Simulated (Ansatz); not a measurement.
`[CH3][SbH]` radical, relaxed with UKS PBE-D4/def2-SVP in Ansatz from a rough embedded geometry. The force threshold is 0.03 eV/Å; the program also tests the step.

Charge 0, multiplicity 2. Sb takes the def2 core potential.

Start:

```xyz
6

C     0.058    0.413   -0.457
Sb    0.017   -0.020    1.646
H     0.908   -0.272   -0.959
H     0.316    1.416   -0.632
H    -0.882    0.182   -0.953
H    -0.417   -1.720    1.355
```

| step | energy (eV) | largest force (eV/Å) | largest move (Å) |
| --- | --- | --- | --- |
| 1 | -7636.1620 | 3.350 | 0.000 |
| 2 | -7636.3474 | 1.006 | 0.059 |
| 3 | -7636.3688 | 0.083 | 0.038 |
| 4 | -7636.3695 | 0.025 | 0.026 |

End:

```xyz
6

C     0.093    0.387   -0.489
Sb    0.000   -0.049    1.666
H     0.871   -0.241   -0.964
H     0.339    1.456   -0.640
H    -0.886    0.165   -0.957
H    -0.416   -1.718    1.383
```

Run time 8.5 s (2 threads of a server CPU on a shared host); peak host memory 0.13 GiB.
